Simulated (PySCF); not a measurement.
B(Cl)(H)(SeH) (BClH2Se), SMILES ClB[SeH]. Atoms are numbered in the order given.

```xyz
5

B     -0.7504    -0.6132     0.0000
Cl     0.1711    -2.1000     0.0000
H     -1.9333    -0.6649     0.0000
Se     0.0392     1.1392     0.0000
H      1.4438     0.6962     0.0000
```
Charge 0, spin multiplicity 1.

Geometry optimised at B3LYP-D3(BJ)/def2-TZVP. Other conformers were not sampled.

Level of theory: B3LYP/pcSseg-2 (PySCF).

GIAO shieldings, no solvent; atoms alike by connectivity are averaged. δ = σ(ref) − σ: ¹¹B against BF3 (σ = 86.3 ppm); ³⁵Cl against HCl (σ = 930.0 ppm); ¹H against TMS (σ = 31.68 ppm); ⁷⁷Se against Me2Se (σ = 1646.2 ppm), references at their B3LYP-D3(BJ)/def2-TZVP geometries, non-relativistic (without spin–orbit terms, shifts of atoms bonded to Cl or Br come out too high).

```
atoms  nucleus  count  δ (ppm)
-----  -------  -----  -------
B1         ¹¹B      1     64.8
Cl2       ³⁵Cl      1        …
H3          ¹H      1     7.23
H5          ¹H      1        …
Se4       ⁷⁷Se      1    104.8
```

### Question
Some entries are withheld; supply them. (An estimate is asked for; the answer gives what the named calculation found.)

### Answer

- H5, δ (ppm): 3.68
- Cl2, δ (ppm): 277.8
